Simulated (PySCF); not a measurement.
prop-2-enylboronamidic acid (C₃H₈BNO), SMILES C=CCB(O)N. Atoms are numbered in the order given.

```xyz
14

C      2.2154     0.0934     1.1994
C      1.2674    -0.7161     0.6866
C      0.5667    -0.5369    -0.6241
B     -0.8850     0.1254    -0.4853
N     -1.1774     0.9354     0.6374
O     -1.7827    -0.1231    -1.5073
H      2.6021     0.9562     0.6300
H      2.6521    -0.0859     2.1944
H      0.9221    -1.5670     1.3044
H      1.1590     0.1211    -1.2991
H      0.4480    -1.5061    -1.1539
H     -0.4672     1.0835     1.3563
H     -2.0514     1.4325     0.8044
H     -2.6334     0.3330    -1.3854
```
Charge 0, spin multiplicity 1.

Geometry: PBE-D3(BJ)/def2-SVP. One conformer was computed; it need not be the lowest.

Two levels are set side by side: PBE/pcSseg-1 (PySCF) and HF/pcSseg-1 (PySCF). GIAO shifts against BF3 (¹¹B), H2O (¹⁷O), NH3 (¹⁵N), TMS (¹H), TMS (¹³C) at the same level; non-relativistic, no solvent, atoms listed together averaged. Differences are taken from unrounded values.

```
quantity                    HF
-----------------------  -----
δ(¹³C) of C1 (ppm)       123.4
δ(¹³C) of C2 (ppm)       155.4
δ(¹³C) of C3 (ppm)        24.5
δ(¹¹B) of B4 (ppm)        21.6
δ(¹⁵N) of N5 (ppm)        67.0
δ(¹⁷O) of O6 (ppm)        84.4
δ(¹H) of H7, H8 (ppm)     5.62
δ(¹H) of H9 (ppm)         6.56
δ(¹H) of H10, H11 (ppm)   2.09
δ(¹H) of H14 (ppm)        3.56
```

### Question
What does PBE give, and how far is it from HF? (The exact figures need the calculation; the answer reports its results.)

### Answer

```csv
quantity,PBE,PBE minus HF
δ(¹³C) of C1 (ppm),120.8,-2.7
δ(¹³C) of C2 (ppm),152.5,-2.8
δ(¹³C) of C3 (ppm),31.4,6.8
δ(¹¹B) of B4 (ppm),17.8,-3.8
δ(¹⁵N) of N5 (ppm),86.0,19.0
δ(¹⁷O) of O6 (ppm),117.4,33.0
"δ(¹H) of H7, H8 (ppm)",5.54,-0.09
δ(¹H) of H9 (ppm),6.60,0.04
"δ(¹H) of H10, H11 (ppm)",2.30,0.21
δ(¹H) of H14 (ppm),3.46,-0.10
```

Rough cost on one machine, each run with all the roots and properties that it gave: HF against PBE within a factor of 2.
